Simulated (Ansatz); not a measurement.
System: C5H11O, charge 0, multiplicity 2. It need not be the lowest isomer of its formula. 
Geometry from a B3LYP-D3(BJ)/def2-TZVP (Ansatz, an electronic-structure program) optimisation:
```xyz
17

C     -2.0302     0.9116     0.8425
C     -0.9383    -0.0726     0.6136
C     -1.4677    -1.3413    -0.0686
C      0.2289     0.5723    -0.1507
C      1.4628    -0.3031    -0.2550
O      2.4976     0.4735    -0.8560
H     -1.8120     1.9653     0.9549
H     -3.0438     0.5800     1.0247
H     -0.5444    -0.3781     1.5999
H     -2.3211    -1.7458     0.4785
H     -1.7958    -1.1195    -1.0868
H     -0.7075    -2.1216    -0.1187
H     -0.1002     0.8484    -1.1564
H      0.5188     1.4986     0.3522
H      1.7639    -0.6396     0.7465
H      1.2561    -1.1937    -0.8587
H      3.2725    -0.0837    -0.9784
```
Charge 0, spin multiplicity 2.

Quantity: atomisation energy (electronic, to ground-state atoms); the coupled-cluster value holds the core correlation from cc-pwCVTZ, in eV. Correlated levels leave the core frozen unless marked. UHF or UKS for open shells. Spin-orbit coupling is left out. Non-relativistic. CBS marks a two-point X^-3 extrapolation of the correlation energy; Hartree-Fock from the larger set. The bracket is a focal-point correction in the basis named.

Level to compare with: RI-MP2/CBS(cc-pVTZ,cc-pVQZ)+[CCSD(T)-MP2]/cc-pVTZ plus the core term (Ansatz), 68.97 eV. It is a level with limits of its own, and the differences hold the functionals' basis error too.

Rank these functionals by how close they come to RI-MP2/CBS(cc-pVTZ,cc-pVQZ)+[CCSD(T)-MP2]/cc-pVTZ, closest first: r2SCAN/def2-TZVPD (Ansatz); wB97M-V/def2-TZVPD (Ansatz); revPBE/def2-TZVPD (Ansatz).

r2SCAN/def2-TZVPD (meta-GGA, 68.82 eV, difference -0.15), wB97M-V/def2-TZVPD (range-separated hybrid meta-GGA with VV10, 68.74 eV, difference -0.23), revPBE/def2-TZVPD (GGA, 67.41 eV, difference -1.56)
